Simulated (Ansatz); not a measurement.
Cost and result for the atomization energy of H$_{18}$InN$_{3}$Si$_{6}$ (`[SiH3][N]([SiH3])[In]([N]([SiH3])[SiH3])[N]([SiH3])[SiH3]`) (28 atoms, 27 bonds).

```xyz
28

Si   -0.163    3.145   -0.823
N     0.819    1.846   -0.246
Si    2.488    2.095    0.129
In    0.000    0.000   -0.001
N    -1.610   -0.555   -1.113
Si   -1.885    0.185   -2.650
Si   -2.692   -1.760   -0.509
N     0.792   -1.291    1.357
Si    0.599   -2.993    1.132
Si    1.654   -0.672    2.722
H    -1.585    2.704   -0.825
H     0.206    3.571   -2.201
H    -0.031    4.331    0.070
H     2.680    2.950    1.332
H     3.183    2.755   -1.012
H     3.124    0.772    0.376
H    -2.106   -0.855   -3.694
H    -0.682    0.984   -3.018
H    -3.071    1.084   -2.647
H    -2.364   -2.025    0.919
H    -2.601   -3.040   -1.264
H    -4.101   -1.282   -0.596
H     1.914   -3.684    1.245
H     0.047   -3.234   -0.231
H    -0.320   -3.602    2.132
H     3.113   -0.955    2.651
H     1.135   -1.276    3.981
H     1.457    0.803    2.782
```

Total charge 0; spin multiplicity 1. Correlated methods include outer-core shells of In, which these sets cover unevenly. In takes the def2 core potential. Geometry: relaxed with PBE0-D4/def2-TZVP. It is one conformer, not always the lowest. Program: Ansatz. All runs use 11 threads of an AMD EPYC 7R13 on a shared host and a whole NVIDIA H100 80 GB. Times are those of one run each, without the atoms' runs, and a repeat can differ threefold. Electronic energies, without spin–orbit coupling; frozen cores. CCSD(T)/CBS adds CCSD(T) − MP2 in def2-TZVPP to the MP2 limit, and its time is that of the two runs behind it. T1 = 0.014. With those shells the extrapolation isn't a true limit.

CCSD(T)/CBS is a level of theory with its own doubt, some kJ/mol a heavy atom from the limit and from the frozen cores, so smaller differences don't rank the functionals.

```
                           level  functions  wall time  atomization (kcal/mol)  difference from CCSD(T)/CBS  per bond
          LDA (SPW92)/def2-TZVPP        647        4 s                  2306.0                        211.9       7.8
            revPBE-D4/def2-TZVPP        647        5 s                  2025.0                        -69.1      -2.6
                CCSD(T)/def2-SVP        266      5.5 s                  1923.5                       -170.6      -6.3
              PBE0-D4/def2-TZVPP        647      5.5 s                  2048.4                        -45.7      -1.7
             BHLYP-D4/def2-TZVPP        647      5.5 s                  2056.2                        -37.9      -1.4
             PBE-QIDH/def2-TZVPP        647      5.5 s                  2047.5                        -46.6      -1.7
               B97M-V/def2-TZVPP        647        6 s                  2083.7                        -10.4      -0.4
         CAM-B3LYP-D4/def2-TZVPP        647      6.5 s                  2091.8                         -2.3      -0.1
                  MP2/def2-QZVPP       1213      8.5 s                  2068.3                        -25.8      -1.0
ωB97M-V/def2-TZVPP (with forces)        647       12 s                  2087.7                         -6.4      -0.2
              ωB97X-V/def2-TZVPP        647       19 s                  2104.2                         10.1       0.4
              CCSD(T)/def2-TZVPP        647      100 s                  2029.1                        -65.0      -2.4
               CCSD(T)/CBS(def2)          –      110 s                  2094.1                          0.0       0.0
```

From BLYP to BHLYP (50 % exact exchange), in def2-TZVPP and without D4, the atomization energy moves by +13.0 kcal/mol. In def2-TZVPP, CCSD(T) changes the Hartree–Fock value by +515.0 kcal/mol (the triples alone add +26.5 kcal/mol) and MP2 by +514.6 kcal/mol; breaking electron pairs costs correlation energy, which Hartree–Fock lacks. Leaving LDA and LC-ωPBE aside and taking each functional with its dispersion term where it has one, the values spread over 79.2 kcal/mol, from revPBE-D4 to ωB97X-V. LDA lies +273.4 kcal/mol from PBE without D4, its usual overbinding.

Spin–orbit coupling would lower the free In atoms strongly, and the atomization energy with them, by more than many differences here.
